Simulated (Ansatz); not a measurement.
Method: r2SCAN-D4/def2-TZVP (Ansatz, an electronic-structure program). No frequencies were computed at this level.

Ansatz 0.2 input:
```yaml
crystal:
  periodic: [false, false, false]
  atoms:
    - { symbol: Si, position_ang: [-1.9358, -0.972245, 0.388591] }
    - { symbol: Al, position_ang: [0.017931, 0.405211, -0.066201] }
    - { symbol: Si, position_ang: [2.413554, 0.035808, 0.088635] }
    - { symbol: S, position_ang: [-0.489749, 2.446197, -0.801285] }
    - { symbol: H, position_ang: [-2.86422, -1.158878, -0.750524] }
    - { symbol: H, position_ang: [-2.797532, -0.47761, 1.488066] }
    - { symbol: H, position_ang: [-1.534537, -2.335569, 0.794465] }
    - { symbol: H, position_ang: [3.10193, 0.847674, 1.11735] }
    - { symbol: H, position_ang: [2.726124, -1.371045, 0.435931] }
    - { symbol: H, position_ang: [3.151537, 0.299497, -1.166775] }
    - { symbol: H, position_ang: [-1.789234, 2.280962, -0.565409] }
basis:
  gaussian: { orbitals: def2-tzvp }
hamiltonian:
  xc: r2scan
  dispersion: d4
relax:
  max_steps: 150
```

Output:

```
[...]
1332 factors; their error is unknown
mean field -33300.54570114 eV, -1223.7724825963 hartree, gradient 1.9e-5 eV, S^2 0.000000; 0 other end points of the search recorded, 0 dependent functions left out
reference -33300.54571751 eV, -1223.7724831980 hartree; 32, 32 occupied and 158, 158 virtual orbitals, 1332 factors
relax step  29: F+E_penalty+E_count = -33300.61068562 eV  Δ(F+E_penalty+E_count) = -4.111e-4 eV  max|allowed force component| = 7.652e-2 eV/Å  Δτ_max = 0.1075 Å  (29 SCF iters, accepted)
these checks for a lower state are left out or cut short: starts, cluster_reference, orbital_swaps, neighbouring_geometries, increment
1332 factors; their error is unknown
mean field -33300.54612071 eV, -1223.7724980151 hartree, gradient 1.3e-5 eV, S^2 0.000000; 0 other end points of the search recorded, 0 dependent functions left out
reference -33300.54613709 eV, -1223.7724986170 hartree; 32, 32 occupied and 158, 158 virtual orbitals, 1332 factors
relax step  30: F+E_penalty+E_count = -33300.61109772 eV  Δ(F+E_penalty+E_count) = -4.121e-4 eV  max|allowed force component| = 4.537e-2 eV/Å  Δτ_max = 0.0144 Å  (31 SCF iters, accepted)
these checks for a lower state are left out or cut short: starts, cluster_reference, orbital_swaps, neighbouring_geometries, increment
1332 factors; their error is unknown
mean field evaluation 224: about -33300.5465 eV, gradient 8.2e-2 eV
mean field -33300.54653135 eV, -1223.7725131059 hartree, gradient 1.3e-5 eV, S^2 0.000000; 0 other end points of the search recorded, 0 dependent functions left out
reference -33300.54654771 eV, -1223.7725137072 hartree; 32, 32 occupied and 158, 158 virtual orbitals, 1332 factors
relax step  31: F+E_penalty+E_count = -33300.61151143 eV  Δ(F+E_penalty+E_count) = -4.137e-4 eV  max|allowed force component| = 1.206e-2 eV/Å  Δτ_max = 0.0260 Å  (30 SCF iters, accepted)
these checks for a lower state are left out or cut short: starts, cluster_reference, orbital_swaps, neighbouring_geometries, increment
1332 factors; their error is unknown
mean field -33300.54705684 eV, -1223.7725324174 hartree, gradient 1.5e-5 eV, S^2 0.000000; 0 other end points of the search recorded, 0 dependent functions left out
reference -33300.54707319 eV, -1223.7725330182 hartree; 32, 32 occupied and 158, 158 virtual orbitals, 1332 factors
relax step  32: F+E_penalty+E_count = -33300.61203394 eV  Δ(F+E_penalty+E_count) = -5.225e-4 eV  max|allowed force component| = 2.439e-2 eV/Å  Δτ_max = 0.0892 Å  (29 SCF iters, accepted)
these checks for a lower state are left out or cut short: starts, cluster_reference, orbital_swaps, neighbouring_geometries, increment
1332 factors; their error is unknown
mean field -33300.54706181 eV, -1223.7725326001 hartree, gradient 1.5e-5 eV, S^2 0.000000; 0 other end points of the search recorded, 0 dependent functions left out
reference -33300.54707817 eV, -1223.7725332013 hartree; 32, 32 occupied and 158, 158 virtual orbitals, 1332 factors
relax step  33: F+E_penalty+E_count = -33300.61202014 eV  Δ(F+E_penalty+E_count) = +1.380e-5 eV  max|allowed force component| = 8.220e-2 eV/Å  Δτ_max = 0.0981 Å  (30 SCF iters, rejected (line search))
these checks for a lower state are left out or cut short: starts, cluster_reference, orbital_swaps, neighbouring_geometries, increment
1332 factors; their error is unknown
mean field -33300.54743324 eV, -1223.7725462499 hartree, gradient 1.4e-5 eV, S^2 0.000000; 0 other end points of the search recorded, 0 dependent functions left out
reference -33300.54744959 eV, -1223.7725468507 hartree; 32, 32 occupied and 158, 158 virtual orbitals, 1332 factors
relax step  34: F+E_penalty+E_count = -33300.61239327 eV  Δ(F+E_penalty+E_count) = -3.593e-4 eV  max|allowed force component| = 2.294e-2 eV/Å  Δτ_max = 0.0490 Å  (30 SCF iters, accepted)
these checks for a lower state are left out or cut short: starts, cluster_reference, orbital_swaps, neighbouring_geometries, increment
1332 factors; their error is unknown
mean field evaluation 256: about -33300.5476 eV, gradient 1.4e-5 eV
mean field -33300.54755968 eV, -1223.7725508962 hartree, gradient 1.4e-5 eV, S^2 0.000000; 0 other end points of the search recorded, 0 dependent functions left out
reference -33300.54757604 eV, -1223.7725514976 hartree; 32, 32 occupied and 158, 158 virtual orbitals, 1332 factors
relax step  35: F+E_penalty+E_count = -33300.61252264 eV  Δ(F+E_penalty+E_count) = -1.294e-4 eV  max|allowed force component| = 5.318e-2 eV/Å  Δτ_max = 0.0752 Å  (30 SCF iters, accepted)
these checks for a lower state are left out or cut short: starts, cluster_reference, orbital_swaps, neighbouring_geometries, increment
1332 factors; their error is unknown
mean field -33300.54776970 eV, -1223.7725586147 hartree, gradient 1.4e-5 eV, S^2 0.000000; 0 other end points of the search recorded, 0 dependent functions left out
reference -33300.54778607 eV, -1223.7725592160 hartree; 32, 32 occupied and 158, 158 virtual orbitals, 1332 factors
relax step  36: F+E_penalty+E_count = -33300.61272326 eV  Δ(F+E_penalty+E_count) = -2.006e-4 eV  max|allowed force component| = 3.202e-2 eV/Å  Δτ_max = 0.0059 Å  (24 SCF iters, accepted)
these checks for a lower state are left out or cut short: starts, cluster_reference, orbital_swaps, neighbouring_geometries, increment
1332 factors; their error is unknown
mean field -33300.54794820 eV, -1223.7725651743 hartree, gradient 1.4e-5 eV, S^2 0.000000; 0 other end points of the search recorded, 0 dependent functions left out
reference -33300.54796457 eV, -1223.7725657757 hartree; 32, 32 occupied and 158, 158 virtual orbitals, 1332 factors
relax step  37: F+E_penalty+E_count = -33300.61291152 eV  Δ(F+E_penalty+E_count) = -1.883e-4 eV  max|allowed force component| = 8.250e-3 eV/Å  Δτ_max = 0.0174 Å  (31 SCF iters, accepted)
these checks for a lower state are left out or cut short: starts, cluster_reference, orbital_swaps, neighbouring_geometries, increment
1332 factors; their error is unknown
mean field -33300.54815119 eV, -1223.7725726339 hartree, gradient 1.4e-5 eV, S^2 0.000000; 0 other end points of the search recorded, 0 dependent functions left out
reference -33300.54816756 eV, -1223.7725732355 hartree; 32, 32 occupied and 158, 158 virtual orbitals, 1332 factors
relax step  38: F+E_penalty+E_count = -33300.61312254 eV  Δ(F+E_penalty+E_count) = -2.110e-4 eV  max|allowed force component| = 1.634e-2 eV/Å  Δτ_max = 0.0524 Å  (30 SCF iters, accepted)
these checks for a lower state are left out or cut short: starts, cluster_reference, orbital_swaps, neighbouring_geometries, increment
1332 factors; their error is unknown
mean field -33300.54801612 eV, -1223.7725676701 hartree, gradient 1.5e-5 eV, S^2 0.000000; 0 other end points of the search recorded, 0 dependent functions left out
reference -33300.54803248 eV, -1223.7725682716 hartree; 32, 32 occupied and 158, 158 virtual orbitals, 1332 factors
relax step  39: F+E_penalty+E_count = -33300.61299425 eV  Δ(F+E_penalty+E_count) = +1.283e-4 eV  max|allowed force component| = 7.511e-2 eV/Å  Δτ_max = 0.0913 Å  (29 SCF iters, rejected (line search))
these checks for a lower state are left out or cut short: starts, cluster_reference, orbital_swaps, neighbouring_geometries, increment
1332 factors; their error is unknown
mean field evaluation 288: about -33300.5483 eV, gradient 2.4e-4 eV
mean field -33300.54832094 eV, -1223.7725788723 hartree, gradient 1.4e-5 eV, S^2 0.000000; 0 other end points of the search recorded, 0 dependent functions left out
reference -33300.54833731 eV, -1223.7725794739 hartree; 32, 32 occupied and 158, 158 virtual orbitals, 1332 factors
relax step  40: F+E_penalty+E_count = -33300.61329367 eV  Δ(F+E_penalty+E_count) = -1.711e-4 eV  max|allowed force component| = 2.025e-2 eV/Å  Δτ_max = 0.0449 Å  (30 SCF iters, accepted)
these checks for a lower state are left out or cut short: starts, cluster_reference, orbital_swaps, neighbouring_geometries, increment
1332 factors; their error is unknown
mean field -33300.54832038 eV, -1223.7725788515 hartree, gradient 1.3e-5 eV, S^2 0.000000; 0 other end points of the search recorded, 0 dependent functions left out
reference -33300.54833673 eV, -1223.7725794526 hartree; 32, 32 occupied and 158, 158 virtual orbitals, 1332 factors
relax step  41: F+E_penalty+E_count = -33300.61330892 eV  Δ(F+E_penalty+E_count) = -1.525e-5 eV  max|allowed force component| = 4.722e-2 eV/Å  Δτ_max = 0.0614 Å  (28 SCF iters, accepted)
these checks for a lower state are left out or cut short: starts, cluster_reference, orbital_swaps, neighbouring_geometries, increment
1332 factors; their error is unknown
mean field -33300.54846008 eV, -1223.7725839856 hartree, gradient 1.1e-5 eV, S^2 0.000000; 0 other end points of the search recorded, 0 dependent functions left out
reference -33300.54847644 eV, -1223.7725845868 hartree; 32, 32 occupied and 158, 158 virtual orbitals, 1332 factors
relax step  42: F+E_penalty+E_count = -33300.61343608 eV  Δ(F+E_penalty+E_count) = -1.272e-4 eV  max|allowed force component| = 2.428e-2 eV/Å  Δτ_max = 0.0109 Å  (25 SCF iters, accepted)
these checks for a lower state are left out or cut short: starts, cluster_reference, orbital_swaps, neighbouring_geometries, increment
1332 factors; their error is unknown
mean field -33300.54853856 eV, -1223.7725868697 hartree, gradient 1.1e-5 eV, S^2 0.000000; 0 other end points of the search recorded, 0 dependent functions left out
reference -33300.54855492 eV, -1223.7725874707 hartree; 32, 32 occupied and 158, 158 virtual orbitals, 1332 factors
relax step  43: F+E_penalty+E_count = -33300.61351284 eV  Δ(F+E_penalty+E_count) = -7.676e-5 eV  max|allowed force component| = 6.983e-3 eV/Å  Δτ_max = 0.0085 Å  (25 SCF iters, accepted)
these checks for a lower state are left out or cut short: starts, cluster_reference, orbital_swaps, neighbouring_geometries, increment
1332 factors; their error is unknown
mean field -33300.54861886 eV, -1223.7725898206 hartree, gradient 1.3e-5 eV, S^2 0.000000; 0 other end points of the search recorded, 0 dependent functions left out
reference -33300.54863520 eV, -1223.7725904212 hartree; 32, 32 occupied and 158, 158 virtual orbitals, 1332 factors
relax step  44: F+E_penalty+E_count = -33300.61359179 eV  Δ(F+E_penalty+E_count) = -7.895e-5 eV  max|allowed force component| = 1.114e-2 eV/Å  Δτ_max = 0.0321 Å  (30 SCF iters, accepted)
these checks for a lower state are left out or cut short: starts, cluster_reference, orbital_swaps, neighbouring_geometries, increment
1332 factors; their error is unknown
mean field evaluation 320: about -33300.5487 eV, gradient 1.3e-5 eV
mean field -33300.54870102 eV, -1223.7725928398 hartree, gradient 1.4e-5 eV, S^2 0.000000; 0 other end points of the search recorded, 0 dependent functions left out
reference -33300.54871734 eV, -1223.7725934397 hartree; 32, 32 occupied and 158, 158 virtual orbitals, 1332 factors
relax step  45: F+E_penalty+E_count = -33300.61366560 eV  Δ(F+E_penalty+E_count) = -7.381e-5 eV  max|allowed force component| = 2.921e-2 eV/Å  Δτ_max = 0.0537 Å  (29 SCF iters, accepted)
these checks for a lower state are left out or cut short: starts, cluster_reference, orbital_swaps, neighbouring_geometries, increment
1332 factors; their error is unknown
mean field -33300.54875141 eV, -1223.7725946916 hartree, gradient 2.3e-5 eV, S^2 0.000000; 0 other end points of the search recorded, 0 dependent functions left out
reference -33300.54876773 eV, -1223.7725952915 hartree; 32, 32 occupied and 158, 158 virtual orbitals, 1332 factors
relax step  46: F+E_penalty+E_count = -33300.61371715 eV  Δ(F+E_penalty+E_count) = -5.155e-5 eV  max|allowed force component| = 1.631e-2 eV/Å  Δτ_max = 0.0022 Å  (23 SCF iters, accepted)
these checks for a lower state are left out or cut short: starts, cluster_reference, orbital_swaps, neighbouring_geometries, increment
1332 factors; their error is unknown
mean field -33300.54878840 eV, -1223.7725960509 hartree, gradient 9.1e-6 eV, S^2 0.000000; 0 other end points of the search recorded, 0 dependent functions left out
reference -33300.54880472 eV, -1223.7725966509 hartree; 32, 32 occupied and 158, 158 virtual orbitals, 1332 factors
relax step  47: F+E_penalty+E_count = -33300.61375234 eV  Δ(F+E_penalty+E_count) = -3.519e-5 eV  max|allowed force component| = 4.564e-3 eV/Å  Δτ_max = 0.0059 Å  (24 SCF iters, accepted)
1332 factors; their error is unknown
mean field evaluation 352: about -33300.5488 eV, gradient 1.8e-4 eV
mean field -33300.54878840 eV, -1223.7725960509 hartree, gradient 9.1e-6 eV, S^2 0.000000; 1 other end points of the search recorded, 0 dependent functions left out
reference -33300.54880472 eV, -1223.7725966509 hartree; 32, 32 occupied and 158, 158 virtual orbitals, 1332 factors
Total energy: -33300.61376867 eV, -1223.7749840319 hartree
Atom 0 at    -1.880601    -0.901951     0.631707 Å, force    -0.000094    -0.000153    -0.000155 eV/Å
Atom 1 at    -0.016916     0.434354    -0.242541 Å, force     0.004564     0.002365    -0.001427 eV/Å
Atom 2 at     2.366015     0.075719     0.214579 Å, force    -0.004519     0.000259    -0.000367 eV/Å
Atom 3 at    -0.470306     2.122873    -1.565069 Å, force     0.000618    -0.001640     0.001636 eV/Å
Atom 4 at    -3.192877    -0.454645     0.085502 Å, force    -0.000594     0.000130    -0.000082 eV/Å
Atom 5 at    -1.952992    -0.804717     2.117349 Å, force     0.000371    -0.000458     0.000107 eV/Å
Atom 6 at    -1.717024    -2.344604     0.295735 Å, force    -0.000145    -0.000114    -0.000070 eV/Å
Atom 7 at     2.627097     0.041738     1.681660 Å, force    -0.000063     0.000706     0.000048 eV/Å
Atom 8 at     2.810064    -1.237432    -0.334207 Å, force     0.000027    -0.000347     0.000300 eV/Å
Atom 9 at     3.229769     1.132758    -0.379422 Å, force    -0.000073    -0.000295    -0.000429 eV/Å
Atom 10 at    -1.802225     1.935910    -1.542450 Å, force    -0.000092    -0.000454     0.000438 eV/Å
Dipole moment:    -0.142166    -0.083328     0.051329 e Å
```

Cost: around 6 core-minutes (rough).
